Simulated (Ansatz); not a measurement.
Two isomers of CH6F2GeSi: A = `[CH3][Ge]([F])([F])[SiH3]`, B = `F[CH2][GeH]([F])[SiH3]`.

Program: Ansatz. Geometries: PBE0-D4/def2-TZVP. ΔE: electronic, gas phase. CBS: MP2 limit from def2 TZ/QZ plus the TZ coupled-cluster correction, frozen cores. DFT in def2-TZVPP. For Ge outer-core shells are correlated without core-valence functions, which leaves a few kJ/mol of doubt a bond. Scalar relativity is left out up to krypton. Each species was taken in one conformer, which may not be the lowest.

A:

Z-matrix (Å, degrees):
```
C
Ge 1 1.931
H 1 1.090 2 110.2
H 1 1.091 2 108.5 3 119.6
H 1 1.091 2 110.2 3 -120.7
F 2 1.741 1 106.8 3 -175.0
F 2 1.741 1 106.8 3 -64.8
Si 2 2.389 1 123.2 3 60.1
H 8 1.485 2 108.6 1 59.6
H 8 1.485 2 108.6 1 -59.6
H 8 1.482 2 108.8 1 180.0
```

B:

Z-matrix (Å, degrees):
```
C
Ge 1 1.978
F 1 1.388 2 108.9
H 1 1.093 2 112.0 3 120.0
H 1 1.093 2 109.6 3 -118.9
Si 2 2.387 1 112.4 3 44.4
F 2 1.755 1 103.7 3 160.6
H 2 1.541 1 111.7 3 -86.8
H 6 1.485 2 109.0 1 -71.3
H 6 1.485 2 109.1 1 48.7
H 6 1.485 2 109.3 1 168.9
```

Which isomer does CCSD(T)/CBS put lower? Give the gap. (Estimate.)

The calculation gave: A, by 47.9 kcal/mol.

Give E(B) − E(A) in kcal/mol with r2SCAN-D4, CCSD(T)/def2-TZVPP, PBE0-D4, PBE-D4, HF/def2-TZVPP, CCSD/def2-TZVPP, ωB97M-V. (An estimate is asked.)

Computed: r2SCAN-D4 47.5, CCSD(T)/def2-TZVPP 47.6, PBE0-D4 45.8, PBE-D4 44.9, HF/def2-TZVPP 47.2, CCSD/def2-TZVPP 47.5, ωB97M-V 46.6. None reverses the order clearly.

Largest T1 diagnostic: 0.012.

From PBE to PBE0 (25 % exact exchange), in def2-TZVPP and without D4, E(B) − E(A) moves by +0.9 kcal/mol.
